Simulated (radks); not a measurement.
Spherical jellium clusters: N electrons in a uniform positive sphere of charge N and radius rs N^(1/3), rs = 2.61 bohr. Method: non-relativistic Kohn-Sham, LDA (Slater exchange, Perdew-Wang correlation), spin-polarised, spherical densities; computed with a radial shooting solver with Libxc functionals. Levels are named by radial order and angular momentum (1s, 1p, 1d, 2s, ...), and open shells are averaged over m.

N = 25, configuration 1s2 1p6 1d10 2s2 1f(up 5, down 0). This is the lowest configuration that the search found. Occupied and some empty levels:

| level | occupation | eigenvalue (eV) | <r> (bohr) |
|---|---|---|---|
| 1s up | 1 | -9.1069 | 4.608 |
| 1s down | 1 | -8.8447 | 4.439 |
| 1p up | 3 | -7.4487 | 5.557 |
| 1p down | 3 | -7.0602 | 5.467 |
| 1d up | 5 | -5.4322 | 6.267 |
| 1d down | 5 | -4.9789 | 6.241 |
| 2s up | 1 | -4.6548 | 5.426 |
| 2s down | 1 | -4.3874 | 5.518 |
| 1f up | 5 | -3.1596 | 6.954 |
| 1f down | 0 | -2.6909 | 7.000 |
| 2p up | 0 | -2.3244 | 6.995 |
| 2p down | 0 | -2.0747 | 7.124 |
| 1g up | 0 | -0.77281 | 7.876 |
| 2d up | 0 | -0.52283 | 9.883 |
| 1g down | 0 | -0.34834 | 8.122 |
| 2d down | 0 | -0.34596 | 10.50 |

Energy (eV): total -31.1299, kinetic 94.714, external -2602.1, Hartree 1269.0, exchange-correlation -129.86, background 1337.1.

Electron density:

| r (bohr) | n(r) (e/bohr^3) |
|---|---|
| 0.252 | 0.01735 |
| 0.886 | 0.01640 |
| 1.52 | 0.01480 |
| 2.15 | 0.01324 |
| 2.79 | 0.01237 |
| 3.42 | 0.01248 |
| 4.05 | 0.01332 |
| 4.69 | 0.01417 |
| 5.32 | 0.01418 |
| 5.95 | 0.01277 |
| 6.59 | 0.01008 |
| 7.22 | 0.006862 |
| 7.86 | 0.004067 |
| 8.49 | 0.002188 |
| 9.12 | 0.001106 |
| 9.76 | 0.0005388 |
| 10.4 | 0.0002556 |
| 11.0 | 0.0001199 |
| 11.7 | 0.00005505 |
| 12.3 | 0.00002545 |
